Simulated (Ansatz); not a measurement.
`F[SiH2]S[SiH2]F` → `F[SiH2][SiH](F)S`  (isomerisation)

Calculated with Ansatz (gas phase, PBE0-D4/def2-TZVP geometries, no zero-point term in ΔE). CCSD(T)/CBS is the MP2 limit (def2-TZVPP, def2-QZVPP) plus CCSD(T) − MP2 in def2-TZVPP, frozen cores. DFT in def2-TZVPP. Each species was taken in one conformer, which may not be the lowest.

CCSD(T)/CBS gives +85.1 kJ/mol.

(1) Another level gave +75.9 kJ/mol. Which?
A. r2SCAN-D4/def2-TZVPP
B. SCS-MP2/def2-TZVPP
C. revPBE/def2-TZVPP
D. PBE0-D4/def2-TZVPP

Largest T1 diagnostic among the species: 0.012.

Results:

(1) D. PBE0-D4 75.9, r2SCAN-D4 81.4, revPBE 68.6, SCS-MP2/def2-TZVPP 90.9 kJ/mol.

From PBE to PBE0 (25 % exact exchange), in def2-TZVPP and without D4, ΔE moves by +6.0 kJ/mol. At CCSD(T), def2-SVP lies −6.2 kJ/mol from the extrapolated value and def2-TZVPP −1.5 kJ/mol. Leaving LDA and LC-ωPBE aside and taking each functional with its dispersion term where it has one, the values, not all of them listed here, spread over 16.3 kJ/mol, from PBE-D4 to ωB97M-V.

CCSD(T)/CBS has its own doubt, a few kJ/mol and more with outer-core shells, so smaller differences from it don't rank the levels.
